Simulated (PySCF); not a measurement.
Match the calculated data to a structure.

All candidates are C3H12N2OSi2.

- NMR, other nuclei: isotropic shieldings of nuclei other than C and H, by class: -155 (1 N), 242 (1 N), 307 (1 O), 371 (1 Si), 395 (1 Si) ppm [GIAO PBE0/pcSseg-1]
- Dipole: 1.60 D [PBE0/pcSseg-1]
- 13C NMR: chemical shifts (computed TMS as zero) by class: 152.8 (1 C), 61.8 (1 C), 24.8 (1 C) ppm [GIAO PBE0/pcSseg-1]
- Rotational structure: rotational constants A, B, C: 1.931, 0.719, 0.562 GHz [GFN2-xTB]
- 1H NMR: chemical shifts (computed TMS as zero) by class: 7.73 (1 H), 7.17 (1 H), 5.34 (1 H), 5.26 (3 H), 4.24 (1 H), 3.06 (1 H), 1.81 (1 H), 0.56 (2 H), 0.30 (1 H) ppm [GIAO PBE0/pcSseg-1]

Gas-phase values; electronic properties from PySCF, density fitting. Levels stand in brackets. One conformer (not necessarily the lowest) at the GFN2-xTB geometry, without solvent, vibrations or thermal averaging. NMR values are class means; diastereotopic atoms form classes of their own.

Task: Which candidate is it?
A. `[H]/N=C\CC[Si@@H](N)O[SiH3]`
B. `NCCC(=O)[Si@H](N)[SiH3]`
C. `C=NCC[Si@@H](N)O[SiH3]`

Result: C. It is `C=NCC[Si@@H](N)O[SiH3]`. Numbering: `[CH2:1]=[N:2][CH2:3][CH2:4][Si@@H:5]([NH2:6])[O:7][SiH3:8]`. Its formula, C3H12N2OSi2, gives 1 degree of unsaturation: 0 rings and 1 π bond in the structure found. 3 carbons fall into 3 classes; from least to most shielded: imine carbon [C1] (152.8 ppm), sp3 carbon bound to nitrogen [C3] (61.8 ppm), sp3 carbon bound to silicon [C4] (24.8 ppm). Hydrogen classes from least to most shielded: 1 H on an imine carbon, C1 (7.73 ppm), 1 H on an imine carbon, C1 (7.17 ppm), 1 H on an oxygen-bound silicon, Si5 (5.34 ppm), 3 H on an oxygen-bound silicon, Si8 (5.26 ppm), 1 H on an sp3 carbon bound to nitrogen, C3 (4.24 ppm), 1 H on an sp3 carbon bound to nitrogen, C3 (3.06 ppm), 1 H on an sp3 carbon bound to silicon, C4 (1.81 ppm), 2 H on a silicon-bound nitrogen, N6 (0.56 ppm), 1 H on an sp3 carbon bound to silicon, C4 (0.30 ppm). The other shieldings belong to: -155 ppm, imine nitrogen [N2]; 242 ppm, silicon-bound nitrogen [N6]; 307 ppm, siloxane oxygen [O7]; 371 ppm, oxygen-bound silicon [Si5]; 395 ppm, oxygen-bound silicon [Si8]. The optimised geometry has point group C1 and is an asymmetric top.

The others, at the same levels:
- `NCCC(=O)[Si@H](N)[SiH3]` fails: its computed 13C shifts are 255.1 (1 C), 62.9 (1 C), 41.7 (1 C) ppm, 1H shifts are 4.99 (1 H), 3.43 (3 H), 3.34 (1 H), 2.68 (1 H), 2.60 (1 H), 2.21 (1 H), 0.47 (2 H), 0.20 (2 H) ppm and rotational constant A is 2.124 GHz (against 1.931 GHz).
- `[H]/N=C\CC[Si@@H](N)O[SiH3]` fails: its computed 13C shifts are 182.5 (1 C), 41.4 (1 C), 12.9 (1 C) ppm, 1H shifts are 10.89 (1 H), 7.95 (1 H), 5.27 (3 H), 4.69 (1 H), 2.75 (1 H), 1.98 (1 H), 1.30 (2 H), 0.82 (1 H), 0.78 (1 H) ppm and rotational constant A is 1.570 GHz (against 1.931 GHz).
